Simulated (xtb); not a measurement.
B(F)(Me)(SeH) (CH4BFSe), SMILES CB(F)[SeH]. All values are semi-empirical tight-binding results from xtb (GFN2-xTB unless named), good for trends rather than for accurate numbers. Geometry optimised at GFN2-xTB. This is a generated structure with no PubChem entry under its InChIKey; it may be hypothetical. The values are those of a single conformer.

Optimised geometry:

```xyz
8

B     -0.6066     0.5297    -0.4685
F     -1.7459    -0.0038    -0.8657
C     -0.2603     2.0319    -0.7968
H      0.5281     2.0902    -1.5475
H      0.1057     2.5689     0.0768
H     -1.1213     2.5678    -1.1880
Se     0.5637    -0.6565     0.4958
H      1.6290     0.2888     0.7167
```

The geometry has at least one imaginary mode, so it is a saddle point at that level.

Problem. Estimate the properties. (The exact figures need the calculation; the answer reports its results.)

Solution. 
```json
{
 "orbital_gap": "4.24 eV",
 "static polarisability (D4 model)": "54.5 bohr³",
 "solvation energy, GFN2-xTB/ALPB(water)": "-2.5 kcal/mol",
 "solvation energy, GFN2-xTB/ALPB(acetonitrile)": "-3.9 kcal/mol"
}
```

Problem. Give the atomic charges and the Wiberg bond orders between heavy atoms. (Estimate from the structure and the level; the computed values follow.)

Solution. charges (e) B1 0.41, F2 -0.26, C3 -0.20, H4 0.06, H5 0.05, H6 0.05, Se7 -0.26, H8 0.15. Bond orders B1–F2 1.10, B1–C3 1.04, B1–Se7 1.13.
